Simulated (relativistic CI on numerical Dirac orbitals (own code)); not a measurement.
Method of calculation: Dirac-Coulomb-Breit CI, KLI orbitals optimised for each configuration, QED by a radiative potential, unscaled Slater integrals (own radial code, finite nucleus).

The strongest absorption lines from the ground level of an ion, among the configurations computed and to levels below about 769 eV (vacuum wavelength in nm, gf): 3.0732 (0.081), 3.0946 (0.081), 3.3060 (0.043), 3.4473 (0.13), 3.4637 (1.6), 3.5611 (1.7), 3.5628 (0.023), 3.8733 (0.52).

Task: Which ion is it?
A. W LI
B. Dy XLIII
C. Dy XLI
D. Yb XLVII

Result: B. Dy XLIII has 24 electrons and the ground level 3s²3p⁶3d⁶ ³F4; the strongest line goes to 3s²3p⁵3d⁷ ³F°4. The pattern of lines fixes the number of electrons, and along that sequence the line energies rise steadily with the charge (about as its square where n changes within one kind of shell, about linearly where n is kept but much faster in heavy ions where fine structure, which grows about as Z⁴, sets the gap, and irregularly where shells cross), which fixes Z. Configurations outside the model, such as inner-shell arrays, can give stronger lines. At this charge energies of transitions that change n are usually good to better than 1 %, and those within a shell (Δn = 0) to a few per cent.

LS names give the leading component of a level, which can be under half, so a name can repeat, a term be missing and a line seem to break the LS rules.
